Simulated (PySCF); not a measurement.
How methods differ on the excitation energy of Tl

Tl [Xe] 4f14 5d10 6s2 6p1 (2P) → Tl [Xe] 4f14 5d10 6s2 6d1 (2D), as a difference of total energies. Computed with PySCF 2.14 in aug-cc-pwCVTZ-DK3, with the spin-free X2C one-electron Hamiltonian (Gaussian nucleus). Correlated levels: valence: [Xe] 4f14 5d10 frozen; valence and next inner shell: [Kr] 4d10 4f14 frozen. The calculations carry no spin-orbit coupling.

```csv
method,excitation energy (eV)
UHF,3.861
LDA,3.868
PBE,3.612
PBE0,3.754
r2SCAN,3.887
MP2 (valence),3.919
SCS-MP2 (valence),3.919
MP2 (valence and next inner shell),3.992
SCS-MP2 (valence and next inner shell),3.934
```

Q: How much does correlation contribute at MP2 (valence and next inner shell)?

A: 3.992 − (3.861) = 0.131 eV, measured against UHF.

Errors of the correlated levels include the incompleteness of this basis and the frozen core.

The promoted electron is Rydberg-like, and one or two diffuse shells describe it only roughly, which tends to raise the upper state.

For comparison: 3.840 eV (measured; NIST levels, between the centres of gravity of the two terms).
